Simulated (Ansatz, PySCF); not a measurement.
C3H15NSi3, singlet, at a GFN2-xTB geometry, atoms displaced at random by about 0.08 Å a coordinate. Base run: PBE/STO-3G, gradient (PySCF).

Input for PySCF:
```python
from pyscf import gto, scf, dft

mol = gto.M(
    atom='''
Si    2.698304    0.606175   -0.205847
C     4.241945   -0.361291   -0.585723
Si    0.687739   -0.478670    0.284406
Si   -0.953317    0.801177    0.377790
N    -2.420083   -0.133128    0.006255
C    -2.570808   -1.543340    0.368427
C    -3.866245    0.380962   -0.515843
H     2.660411    1.324539   -1.459668
H     3.048704    1.652805    0.744088
H     5.156567    0.089886   -0.543848
H     4.081494   -1.106544   -1.198854
H     4.409540   -1.007715    0.492304
H     0.655346   -1.680289   -0.563492
H     1.059133   -1.228201    1.658729
H    -1.107275    1.805404   -0.409070
H    -1.271620    1.556494    1.655972
H    -1.720142   -1.928549    0.770609
H    -3.226741   -1.608173    1.399308
H    -3.208671   -2.155943   -0.420198
H    -4.139114   -0.310879   -1.389386
H    -4.407795    0.483859    0.192911
H    -3.649667    1.262841   -1.062784
''',
    basis='sto-3g',
    charge=0,
    spin=0,
    verbose=4,
)

mf = dft.RKS(mol)
mf.xc = 'pbe'
mf.kernel()
g = mf.nuc_grad_method()
grad = g.kernel()
```

Programs used: Ansatz (an electronic-structure program), PySCF; a row that names a program was run with it.

The coordinate followed is y of atom 4.

Each row names what was changed in the base input (with any setting that the change needs).

| change | dE/dx (Eh/bohr) | net force (Eh/bohr) |
|---|---|---|
| base | 0.027618 | 0.000031 |
| grids.level = 5; grid_response = on | 0.027618 | 0.000000 |
| code = ansatz | 0.027622 | 0.000000 |
| conv_tol = 1e-6 | 0.027614 | 0.000031 |
| grids.level = 0; grid_response = off | 0.027632 | 0.009263 |
| density fitting = on; auxbasis_response = off | 0.027662 | 0.000450 |
| conv_tol = 1e-4 | 0.027636 | 0.000031 |
| finite difference step (bohr) = 0.05; conv_tol = 1e-11 | 0.027707 | - |
| finite difference step (bohr) = 0.2; conv_tol = 1e-11 | 0.029228 | - |
| finite difference step (bohr) = 1e-3; conv_tol = 1e-11 | 0.027605 | - |
| grids.level = 1; grid_response = on | 0.027718 | 0.000000 |
| grids.level = 5; grid_response = off | 0.027617 | 0.000006 |

The net force is zero for an exact gradient.
